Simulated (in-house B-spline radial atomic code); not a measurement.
Results of a calculation; reference values are marked as such.
## What the choice of pseudopotential does to G0W0 on PBE0: Yb

All numbers come from a B-spline radial code for spherical atoms, non-relativistic (model numbers for so heavy an element), configuration [Xe] 4f14 6s2, open shells at high spin. Semilocal Troullier-Martins pseudo-atoms, one channel per l, are made with PBE or LDA for several valence sets and radii, with or without a model core, and set against the all-electron atom. One channel fits only the lowest state of its l, so a second state of that l is approximate. All electrons give 6s: PBE0 -4.114 eV, G0W0 -5.940 eV. Potentials are made in the ion's own configuration unless the neutral atom is named, and a smooth local potential serves every l without a channel. Potentials that miss their own reference levels by more than 6 millihartree, or need radii over 3.5 bohr, are left out. Columns give pseudo minus all-electron, in eV; a dash marks a level in the core or of low weight.

```
       valence  made with                 radii (bohr)  model core (bohr)  6s PBE0  6s G0W0
            6s        PBE                       s 3.40               2.70    +0.03    +0.03
      5p 4f 6s        PBE  s 3.22 p 1.15 d 1.77 f 1.45               none    -0.08    -0.22
      5p 4f 6s        PBE  s 3.40 p 1.47 d 2.26 f 1.85               none    -0.09    -0.22
      5p 4f 6s        LDA  s 3.40 p 1.27 d 2.00 f 1.61               0.71    -0.09    -0.23
      5p 4f 6s        PBE  s 3.40 p 1.66 d 2.56 f 2.10               0.71    -0.09    -0.22
   5s 5p 4f 6s        LDA  s 1.17 p 1.27 d 2.00 f 1.61               none    -0.04    -0.06
   5s 5p 4f 6s        PBE  s 1.34 p 1.47 d 2.26 f 1.85               none    -0.05    -0.07
   5s 5p 4f 6s        PBE  s 1.05 p 1.15 d 1.77 f 1.45               0.69    -0.07    -0.10
   5s 5p 4f 6s        PBE  s 1.34 p 1.47 d 2.26 f 1.85               0.69    -0.05    -0.07
   5s 5p 4f 6s        PBE  s 1.52 p 1.66 d 2.56 f 2.10               0.69    -0.08    -0.11
4d 5s 5p 4f 6s        PBE  s 1.17 p 1.27 d 0.49 f 1.61               none    -0.04    -0.13
4d 5s 5p 4f 6s        LDA  s 1.05 p 1.15 d 0.44 f 1.45               0.32    -0.05    -0.15
4d 5s 5p 4f 6s        LDA  s 1.34 p 1.47 d 0.57 f 1.85               0.32    -0.05    -0.14
4d 5s 5p 4f 6s        PBE  s 1.52 p 1.66 d 0.64 f 2.10               0.32    -0.08    -0.20
```

Problem. How does the G0W0 shift of 6s, which all sets hold, depend on the valence set?

Solution. Mean size: 6s: 0.03 eV; 5s 5p 4f 6s: 0.08 eV; 4d 5s 5p 4f 6s: 0.16 eV; 5p 4f 6s: 0.22 eV. A larger valence set can do worse when it takes only part of a shell, whose exchange with the frozen rest is then left to the functional. The means mix radii and the functional used in making the potentials.
